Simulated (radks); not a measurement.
Question: The mean radii <r> (bohr) of the occupied orbitals of an atom or ion are listed with their occupations. Method: Dirac Kohn-Sham, PBE, spin-unpolarised, spherical densities, finite nucleus; Fermi nuclear charge, rms radius of each element as measured or else 0.836 A^(1/3) + 0.57 fm; computed with a radial shooting solver on a logarithmic mesh with Libxc functionals.

| orbital | occ. | <r> |
|---|---|---|
| 1s1/2 | 2 | 0.1201 |
| 2s1/2 | 2 | 0.6036 |
| 2p1/2 | 2 | 0.5649 |
| 2p3/2 | 3 | 0.5668 |
| 7s1/2 | 1 | 14.34 |

Name the element and its charge. Open shells, if any, fill j = l - 1/2 first.

Answer: Z = 13, aluminium, charge +3: Al3+ in [He] 2s2 2p5 7s1. The 1s radius gives Z: for a bare nucleus <r> = (2 gamma + 1)/(2Z) with gamma = sqrt(1 - (Z/c)^2), 0.115 bohr for Z = 13, and screening makes it slightly larger (0.1201 here). The occupations add up to 10, and the charge is Z minus that.
